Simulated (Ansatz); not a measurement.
# Relaxing a trial structure of FHNSi2−

The starting geometry of this gas-phase singlet was optimised with GFN2-xTB.

```xyz
5

F     1.6267   -2.0298   -0.8546
N     0.6887   -0.1413    0.9169
Si   -0.1678    1.3050    0.6044
Si    0.7337   -0.4633   -0.7513
H    -0.4050    1.9021    2.0520
```

Predict what becomes of its bonds when it is optimised with r2SCAN-D4/def2-SVPD.

A bond breaks, giving a structure given below by its coordinates. Contacts that open: Si3–Si4 (2.40 → 3.31 Å).

The energy falls by 0.94 eV over 17 steps:

```
step  E − E(last) (eV)
   1             0.940
   3             0.480
   5             0.420
   6             0.416
   8             0.346
  10             0.058
  12             0.005
  13             0.002
  15             0.000
  17             0.000
```

Final geometry (Å):

```yaml
atoms:
  - { symbol: F, position_ang: [1.3424, -2.1555, -0.4234] }
  - { symbol: N, position_ang: [0.3921, 0.2806, 0.1642] }
  - { symbol: Si, position_ang: [-0.7510, 1.2287, 0.9337] }
  - { symbol: Si, position_ang: [1.4118, -0.5035, -0.8836] }
  - { symbol: H, position_ang: [0.0810, 1.7224, 2.1764] }
```

Frequencies at the end are all real (lowest 105 cm⁻¹). Run with Ansatz 0.2.0, 26 s on 1 thread of Intel(R) Xeon(R) 6975P-C (Granite Rapids), with other jobs on the host.
